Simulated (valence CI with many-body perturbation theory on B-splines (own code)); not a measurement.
Values are calculated unless marked as measured or tabulated.
# Fe¹¹⁺: what each term of the Hamiltonian does

Method: configuration interaction combined with many-body perturbation theory (CI+MBPT): five valence electrons over a frozen Dirac-Fock core [Ne], radial functions for each j: 9 s, 9 p, 8 d, 6 f, 3 g, 1 h, with the one-electron correlation potential Σ1 (screened to all orders), the two-electron term Σ2, the three-electron term Σ3, Breit, model QED; selected single and double excitations, second order for the rest, scaled by the run's own slope (own B-spline code, finite nucleus).

No measured levels were compared; by estimate levels of excited configurations hold to 0.05 to 0.15 % of their energy, terms of the ground configuration to about 0.5 %. Among the levels kept, up to 650 cm⁻¹ of a level comes from second order outside the variational space, and about a tenth of that is noise between levels of different J, which matters for small intervals.

Each rung adds one term. CI alone is the Dirac-Coulomb CI over the frozen core; QED comes last and gives the full result, which names the levels. Energies are above 3s2 3p3 4S°_3/2 on the same rung, in eV.

Names give the largest LS component (configuration and term), which can be under half, so a name can repeat, a term be missing and a line seem to break the LS rules; names also repeat where a configuration has a term twice. Letters in brackets count levels of one name in rising energy.

```csv
Level,CI alone,Σ1,Σ2,Σ3,Breit,QED,Full
3s2 3p3 2D°_3/2,5.240,+0.0033,-0.0463,-0.0250,+0.0133,-0.0011,5.184
3s2 3p3 2D°_5/2,5.824,+0.0087,-0.0421,-0.0234,-0.0216,+0.0013,5.747
3s2 3p3 2P°_1/2,9.337,+0.0102,-0.0660,-0.0408,-0.0094,+0.0004,9.231
3s2 3p3 2P°_3/2,10.145,+0.0181,-0.0567,-0.0379,-0.0479,+0.0035,10.024
3s 3p4 4P_5/2,34.066,-0.0658,+0.0352,+0.0304,+0.0122,-0.0622,34.016
3s 3p4 4P_3/2,35.266,-0.0587,+0.0416,+0.0303,-0.0106,-0.0590,35.209
3s 3p4 4P_1/2,35.808,-0.0564,+0.0423,+0.0296,-0.0220,-0.0579,35.743
3s 3p4 2D_3/2,42.304,-0.0556,-0.0546,+0.0152,-0.0095,-0.0535,42.146
3s 3p4 2D_5/2,42.560,-0.0524,-0.0515,+0.0158,-0.0308,-0.0529,42.388
3s2 3p2 3d 2P_3/2 [a],48.632,-0.0536,-0.1669,-0.0015,-0.0406,-0.0339,48.335
3s 3p4 2P_1/2,49.229,-0.0510,-0.1796,-0.0112,-0.0242,-0.0422,48.920
3s 3p4 2S_1/2,51.248,-0.0393,-0.1595,-0.0211,-0.0611,-0.0436,50.923
3s2 3p2 3d 4F_3/2,53.205,-0.0639,-0.1085,-0.0570,-0.0423,-0.0041,52.929
3s2 3p2 3d 4F_5/2,53.689,-0.0589,-0.1068,-0.0565,-0.0660,-0.0026,53.398
3s2 3p2 3d 4F_7/2,54.397,-0.0524,-0.1047,-0.0563,-0.0980,-0.0007,54.085
3s2 3p2 3d 2F_5/2 [a],55.216,-0.0580,-0.1216,-0.0606,-0.0726,-0.0027,54.900
3s2 3p2 3d 4F_9/2,55.273,-0.0452,-0.1031,-0.0568,-0.1379,+0.0016,54.932
3s2 3p2 3d 2F_7/2 [a],55.762,-0.0525,-0.1197,-0.0607,-0.0957,-0.0014,55.432
3s2 3p2 3d 4D_1/2,55.776,-0.0550,-0.1206,-0.0623,-0.0680,-0.0025,55.467
3s2 3p2 3d 4D_3/2,55.916,-0.0537,-0.1199,-0.0629,-0.0788,-0.0020,55.599
3s2 3p2 3d 4D_5/2,56.466,-0.0481,-0.1171,-0.0624,-0.1081,-0.0001,56.130
3s2 3p2 3d 4D_7/2,57.651,-0.0389,-0.1130,-0.0610,-0.1515,+0.0031,57.290
3s2 3p2 3d 2G_7/2,61.703,-0.0457,-0.1362,-0.1046,-0.1010,-0.0002,61.315
3s2 3p2 3d 2G_9/2,62.102,-0.0374,-0.1347,-0.1048,-0.1321,+0.0014,61.694
3s2 3p2 3d 2P_3/2 [b],63.078,-0.0494,-0.5716,-0.0947,-0.0418,-0.0330,62.288
3s2 3p2 3d 4P_5/2,64.375,-0.0515,-0.5305,-0.1277,-0.0857,-0.0079,63.572
3s2 3p2 3d 2P_1/2 [a],64.568,-0.0415,-0.5486,-0.0959,-0.0784,-0.0259,63.778
3s2 3p2 3d 4P_3/2,64.890,-0.0520,-0.5166,-0.1277,-0.0833,-0.0073,64.103
3s2 3p2 3d 4P_1/2,65.289,-0.0506,-0.5405,-0.1238,-0.0880,-0.0086,64.477
3s2 3p2 3d 2D_3/2 [a],65.794,-0.0454,-0.2351,-0.1394,-0.0760,-0.0046,65.293
3s2 3p2 3d 2D_5/2 [a],67.238,-0.0366,-0.3075,-0.1374,-0.1164,-0.0043,66.635
```

The middle columns are the shifts that each term adds.

(1) How does the ionisation energy move along the ladder, and which term matters most?

## Answers

(1) CI alone 327.11, + Σ1 327.69, + Σ2 327.56, + Σ3 327.36, + Breit 327.31, + QED 327.31 eV. The largest step is Σ1, 0.57 eV. NIST lists 330.8 ± 0.6 eV (semi-empirical), further off than its uncertainty and the later steps.
